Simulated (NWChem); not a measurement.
1,3-disilacyclobutane (C2H8Si2); SMILES C1[SiH2]C[SiH2]1

```xyz
12

C      1.3589     0.0000     0.1559
Si     0.0000     1.3152    -0.0790
C     -1.3589     0.0000     0.1559
Si     0.0000    -1.3152    -0.0790
H      1.7455     0.0000     1.1889
H      2.2149     0.0000    -0.5335
H      0.0000     2.4462     0.9020
H      0.0000     1.8817    -1.4635
H     -1.7455     0.0000     1.1889
H     -2.2149     0.0000    -0.5335
H      0.0000    -2.4462     0.9020
H      0.0000    -1.8817    -1.4635
```
Atoms are numbered in this order, from 1.

Program: NWChem. The geometry was optimised at PBE0/def2-SVP. B3LYP is NWChem's, with the RPA form of VWN correlation. Solvent water, SMD (1 M gas to 1 M solution), gas-phase geometry. Reactions with the solvent are ignored.

```csv
level,basis functions,solvation free energy (kcal/mol),cavity-dispersion-structure term (kcal/mol),dipole in solution (D)
B3LYP/STO-3G,36,?,3.8,?
B3LYP/def2-SVP,104,2.7,3.8,0.59
B3LYP/def2-SVPD,152,2.6,3.8,0.57
B3LYP/def2-TZVP,184,2.5,3.8,0.58
B3LYP/def2-TZVPD,232,2.5,3.8,0.58
```

Problem. Complete the blanks.

Solution. 
- B3LYP/STO-3G, solvation free energy (kcal/mol): 3.2
- B3LYP/STO-3G, dipole in solution (D): 0.18
